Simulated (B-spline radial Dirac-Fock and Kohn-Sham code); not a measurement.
# Cu⁴⁺: non-radiative channels of the L2 vacancy

System: Cu⁴⁺ in the configuration [Ar] 3d7, inside a Watson sphere of charge -4 and radius 2.7 Å (a model of the Madelung potential; inside it an electron's potential energy is raised by 21.3 eV).

The computed values come from a B-spline atomic structure program: a relativistic independent-particle model: LDA orbitals of the hole state, radiative multipoles to third order, Auger rates from the Coulomb interaction with a continuum orbital, Dirac-Fock energies. Kinetic energies are configuration averages from the vacuum level; the two-hole energies are estimated from single-hole states.

```
transition  kinetic energy (eV)  width (meV)  share (%)
   L2-M1M1                619.8         2.44        0.4
   L2-M1M2                671.9         46.5        8.0
   L2-M1M3                674.8         3.73        0.6
   L2-M2M2                716.3         40.8        7.1
   L2-M2M3                720.9          142       24.6
   L2-M3M3                723.1         3.94        0.7
   L2-M1M4                748.6         2.02        0.3
   L2-M1M5                749.0         3.98        0.7
   L2-M2M5                797.1         80.1       13.8
   L2-M2M4                797.9         41.6        7.2
   L2-M3M4                799.6         49.6        8.6
   L2-M3M5                800.6         7.11        1.2
   L2-M4M4                874.8         26.8        4.6
   L2-M4M5                875.2          122       21.1
   L2-M5M5                875.6         5.68        1.0
```

The listed channels hold 100 % of the non-radiative rate. Summed by principal shells, of 0.579 eV in all: LMM 100.0 %.
